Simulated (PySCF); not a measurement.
## MgGe at ROHF

Computed with ROHF; PySCF, no relativity, basis sets Mg pcseg-1, Ge pcseg-1.

For MgGe, the state is ³Σ⁻ (triplet), unpaired electrons π ↑↑, the bond length is 2.929 Å and the harmonic wavenumber is 119 cm⁻¹. The force constant is 0.150 mdyn/Å and the rotational constant Be is 0.1085 cm⁻¹. The anharmonicity ωexe is 2.42 cm⁻¹. The vibration–rotation constant αe is 0.00224 cm⁻¹, the well depth De to Mg + Ge is 0.17 eV and the dissociation energy D0 is 0.16 eV. The bond order (Mayer) is 0.63 and the dipole moment (positive dipole means Mg(−)Ge(+)) is -3.43 D.

Spin–orbit coupling is left out. UHF is strongly spin-contaminated for MgGe, so the ROHF reference used there is far from stable. Hartree–Fock leaves out correlation, which carries a large part of most bond energies and some tenths to 1 eV of ionisation energies. The state was picked by a PBE0 search and need not be the measured ground state.
